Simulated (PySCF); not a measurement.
Electron affinity of Tl by level of theory

Tl⁻ [Xe] 4f14 5d10 6s2 6p2 (3P) → Tl [Xe] 4f14 5d10 6s2 6p1 (2P), as a difference of total energies. Calculation: PySCF 2.14, in aug-cc-pwCVTZ-PP with ECP60MDF (8s7p6d4f1g, 96 functions); scalar relativity through the core potential. Correlated levels: valence: 5s2 5p6 5d10 frozen. The calculations carry no spin-orbit coupling.

```tsv
method	electron affinity (eV)	difference from reference (eV)
UHF	-0.011	-0.331
MP2 (valence)	0.240	-0.080
SCS-MP2 (valence)	0.151	-0.169
CCSD (valence)	0.276	-0.044
CCSD(T) (valence)	0.305	-0.015
```

Reference: 0.320 eV (measured; photodetachment measurements, as compiled on the Wikipedia data page of electron affinities).

Spin-orbit coupling is strong in these open shells (close to jj coupling). The scalar numbers leave it out and a first-order estimate fails, so it can dominate the gap to the real levels.

Errors of the correlated levels include the incompleteness of this basis and the frozen core.

A negative affinity means that the anion lies above the atom at that level of theory.
